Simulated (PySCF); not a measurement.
SMILES N(B)(C=C)B(P)P, C₂H₉B₂NP₂

Geometry:
```
atom   x (Å)   y (Å)   z (Å)
  B1  -0.362  -0.419  -1.755
  N2  -0.122  -0.126  -0.378
  C3  -1.105  -0.430   0.601
  C4  -2.422  -0.327   0.432
  B5   1.169   0.372   0.049
  P6   2.497   0.983  -1.197
  P7   1.648   0.486   1.907
  H8   0.464  -0.106  -2.574
  H9  -1.363  -1.006  -2.076
 H10  -0.706  -0.755   1.566
 H11  -3.093  -0.597   1.249
 H12  -2.867   0.020  -0.504
 H13   1.736   1.929  -1.941
 H14   3.119   1.931  -0.333
 H15   1.360  -0.841   2.345
 H16   3.049   0.296   1.750
```

Method: PySCF 2.14.0, TDDFT LC-wPBE/def2-SVPD excited states, vertical, gas phase. Geometry: PBE0-D3(BJ)/def2-SVP.

Q: How strongly do the lowest singlets absorb one photon, and two photons of half the energy?

A: δ for parallel linear polarisation; σ at the peak of a Lorentzian of half width 0.1 eV, single beam; Ω is circular over linear.
| state | E (eV) | f | photon λ (nm) | δ (au) | σ (GM) | Ω | main |
| --- | --- | --- | --- | --- | --- | --- | --- |
| S1 | 4.98 | 0.066 | 498 | 84.2 | 0.76 | 0.72 | HOMO→LUMO 0.80 |
| S2 | 5.72 | 0.068 | 433 | 97.3 | 1.17 | 1.09 | HOMO−1→LUMO 0.67 |
| S3 | 6.00 | 0.145 | 413 | 176 | 2.32 | 1.29 | HOMO−2→LUMO 0.54, HOMO→LUMO+1 0.16 |
| S4 | 6.43 | 0.038 | 386 | 30.4 | 0.46 | 1.19 | HOMO−3→LUMO 0.51, HOMO−4→LUMO 0.09 |
| S5 | 6.50 | 0.290 | 382 | 129 | 1.99 | 0.89 | HOMO→LUMO+1 0.48, HOMO−2→LUMO 0.17 |

Among these, the strongest one-photon state is S5, the strongest two-photon state S3, with a dipole change of 2.4 D (relaxed, norm of the difference vector).
